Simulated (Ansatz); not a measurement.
`C=NBC[SiH3]` + H–F → `C=NBF` + `C[SiH3]` at 600 K and 1 bar (ligand exchange at a B–C bond).

Gas-phase electronic energies from Ansatz, PBE0-D4/def2-TZVP geometries. CCSD(T)/CBS adds triple-zeta CCSD(T) − MP2 to the extrapolated MP2 energy (def2 sets, frozen cores). This one scheme is used for every species. Each species was taken in one conformer, which may not be the lowest.

```tsv
species	CCSD(T)/CBS energy (Eh)	H − E (kJ/mol)	S (J/(mol·K))
`C=NBC[SiH3]`	-449.49862	320.7	462.4
H–F	-100.39570	42.3	194.0
`C=NBF`	-219.19469	161.3	349.4
`C[SiH3]`	-330.73916	199.7	315.0
```

H − E and S are ideal-gas, rigid-rotor, harmonic terms from PBE0-D4/def2-TZVP, for one conformer and one mirror image of each species. 1 Eh = 2625.50 kJ/mol, R = 8.31446 J/(mol·K).

**Question.** By hand: ΔE, ΔH, ΔS and ΔG.

**Answer.** ΔE = (-219.19469) + (-330.73916) − (-449.49862) − (-100.39570) = -0.03953 Eh = -103.8 kJ/mol. Δ(H − E) = 161.3 + 199.7 − 320.7 − 42.3 = -2.0, so ΔH = -105.8 kJ/mol. ΔS = 349.4 + 315.0 − 462.4 − 194.0 = 8.0 J/(mol·K). ΔG = -105.8 − 600 × (8.0)/1000 = -110.6 kJ/mol.

**Question.** By hand: the equilibrium constant, and the temperature at which ΔG would vanish if ΔH and ΔS stayed fixed.

**Answer.** log₁₀ K = −ΔG/(RT ln 10) = 9.6. ΔH and −TΔS have one sign here, so there is no such temperature.

The number of gas molecules stays the same, so ΔS is small and ΔH decides. A doubt of 5 kJ/mol in ΔE shifts log₁₀ K by 0.4 here. Other conformers and mirror images would add mixing entropy, several J/(mol·K) or more a flexible species. Modes under 60 cm⁻¹, often nearly free rotors, make the harmonic entropy too high. These are equilibria of isolated gas molecules and say nothing of rates. Largest T1 diagnostic: 0.014 (customary marks: 0.02 for closed shells, 0.045 for open ones).

ΔS is within the doubt of such terms, so its sign, and with it that verdict, could turn.
